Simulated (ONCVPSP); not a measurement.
# Potentials for magnesium compared

Generated with ld1.x 7.5 (TM, RRKJ, ultrasoft, PAW), atompaw 4.2 or ONCVPSP 4.0.1. The cutoff is in Ry: for ld1.x and atompaw files where the sum of valence levels is converged to 10 mRy in a Bessel basis, for ONCV files where the hardest occupied wave has 1 mHa per electron of residual kinetic energy. The error is the largest all-electron minus pseudo excitation energy over each file’s own four to seven test configurations (ionisations up to +4, promotions, holes and added fractions of an electron), all of which were solved. The labels leave out finer settings (local radius, basis sizes, second energies), which also bear on the numbers. Spin-polarised tests are not counted. The rows are a selection from randomly drawn settings: files with unsolved tests, undetermined cutoffs or missed reference levels are left out.

A true bound ghost makes a file unfit for plane-wave use even where its test errors are small: the radial tests pick states by their node count and pass the ghost by.

```csv
potential,cutoff (Ry),largest error (meV),bound ghosts
"ONCV, PBEsol, scalar-relativistic, rc 1.05/1.10/0.90 (spd), local d, core correction yes, reference 2s2 2p6 3s2, qcut 13.4/12.8/12.7, projectors 2/1/0",126,-21,none
"ONCV, Wu-Cohen, scalar-relativistic, rc 0.65/0.75 (sp), local smoothed, core correction no, reference 2s2 2p6, qcut 10.3/18.2, projectors 2/2",668,+0.5,none
"ONCV, LDA (Perdew-Wang 92), non-relativistic, rc 1.10/0.60 (sp), local smoothed, core correction yes, reference 2s2 2p6 3s2, qcut 12.6/15.1, projectors 3/2",602,-0.3,none
"ONCV, PBE, scalar-relativistic, rc 2.40/0.95/2.40 (spd), local smoothed, core correction yes, reference 2p6 3s2, qcut 2.6/18.4/4.5, projectors 2/1/3",183,+54,none
"ONCV, PBE, scalar-relativistic, rc 1.00/1.20 (sp), local smoothed, core correction no, reference 2s2 2p6 3s1 3p1, qcut 12.7/12.4, projectors 2/3",113,-0.4,none
```

(1) Fill in the row for Mg: ONCV, PBE, scalar-relativistic, rc 1.80/1.05/1.50 (spd), local smoothed, core correction no, reference 2p6 3s0.5, qcut 2.8/13/5.4, projectors 3/1/1.

(2) Fill in the row for Mg: ONCV, PW91, scalar-relativistic, rc 1.45/1.20/1.50 (spd), local p, core correction yes, reference 2s2 2p6 3s1, qcut 10.6/13.2/6.3, projectors 3/0/3.

Results:

(1) cutoff 133 Ry, largest error +35 meV, bound ghosts: s.

(2) cutoff 119 Ry, largest error -96 meV, bound ghosts: none.
